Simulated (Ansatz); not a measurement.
Basis-set extrapolation for `[NH2][Al]([F])[NH][SiH3]` (PBE0-D4/def2-TZVP geometry, frozen core, Ansatz). Multiplicity 1, RHF reference.

```csv
,def2-TZVPP,def2-QZVPP
HF,-742.990579,-743.018347
MP2 correlation,-0.878424,-0.949233
CCSD(T) correlation,-0.944771,not run
```

Energies in hartree. Use E(X) = E(∞) + A·exp(−7.88·√X) for Hartree–Fock and E(X) = E(∞) + B·X^(−2.97) for correlation, with X = 3 and 4, and add CCSD(T) minus MP2 of the smaller set to the MP2 limit.

What is the CCSD(T) energy at the basis-set limit?

HF limit: -743.018347 + (-0.027768) × 0.13774 = -743.02217. MP2 limit: -0.949233 + (-0.070809) × 0.74074 = -1.00168. Higher-order term: -0.944771 − (-0.878424) = -0.06635. Total: -744.09020 hartree, 97.2 kcal/mol below CCSD(T)/def2-TZVPP.
